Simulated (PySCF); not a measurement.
# Field gradients at the hydrogen positions

Species: C2H10GeOSi2.
Numbering: `[GeH3:1][O:2][CH:3]1[SiH2:4][CH2:5][SiH2:6]1` (hydrogens: H7, H8, H9 on Ge1; H10 on C3; H11, H12 on Si4; H13, H14 on C5; H15, H16 on Si6)

Geometry (PBE0-D3(BJ)/def2-SVP, Å), atoms numbered from 1 in this order:
```
atom  x, y, z in Å
Ge1    2.854    0.174   -0.342
O2     1.246    0.308   -1.109
C3     0.158   -0.301   -0.474
Si4   -0.524    0.190    1.265
C5    -2.271   -0.220    0.637
Si6   -1.611    0.028   -1.131
H7     3.791    1.018   -1.214
H8     3.275   -1.310   -0.306
H9     2.741    0.722    1.097
H10    0.253   -1.414   -0.445
H11   -0.362    1.655    1.517
H12   -0.029   -0.568    2.459
H13   -2.538   -1.271    0.834
H14   -3.097    0.423    0.970
H15   -1.762    1.448   -1.567
H16   -2.133   -0.877   -2.202
```

Level: PBE0/pcSseg-1 (PySCF, non-relativistic); Q(2H) = 0.00286 b; rigid geometry, the same for H and D, with no vibrational averaging.

**Question.** Rank these positions by the coupling χzz of a deuteron there, largest first.
A. H10 (methine hydrogen)
B. H13 (methylene hydrogen)
C. H14 (methylene hydrogen)
D. H8 (Ge–H hydrogen)
E. H11 (Si–H hydrogen)

**Answer.** C (208 kHz), B (203 kHz), A (179 kHz), E (95 kHz), D (87 kHz).

**Question.** Tabulate Vzz, the asymmetry η and χzz = 234.96 MHz × Q × Vzz for every hydrogen position.

**Answer.** 
```tsv
atom	bonded to	bond length (Å)	Vzz (au)	η	χzz (kHz)
H7	Ge1	1.533	0.1347	0.03	91
H8	Ge1	1.543	0.1295	0.02	87
H9	Ge1	1.544	0.1287	0.04	87
H10	C3	1.117	0.2670	0.15	179
H11	Si4	1.495	0.1410	0.02	95
H12	Si4	1.498	0.1388	0.00	93
H13	C5	1.102	0.3024	0.05	203
H14	C5	1.098	0.3097	0.04	208
H15	Si6	1.494	0.1413	0.03	95
H16	Si6	1.497	0.1391	0.00	93
```

**Question.** Average by the element that carries the hydrogen.

**Answer.** on Ge: 88 kHz over 3 positions, mean bond length 1.540 Å; on C: 197 kHz over 3 positions, mean bond length 1.106 Å; on Si: 94 kHz over 4 positions, mean bond length 1.496 Å.

**Question.** Give the 2H NMR doublet splittings at H13 for a magnetic field along the z, y and x axes of the gradient: 3χ/2, 3χ(1 + η)/4, 3χ(1 − η)/4.

**Answer.** With |χ| = 203.2 kHz and η = 0.053: 305, 161 and 144 kHz, to first order and without motion.

One conformer (not necessarily the lowest) at the PBE0-D3(BJ)/def2-SVP geometry, without solvent, vibrations or thermal averaging. The calculation is non-relativistic, for germanium too. The basis is small and wasn't made for field gradients, so the couplings can be 20 % off.
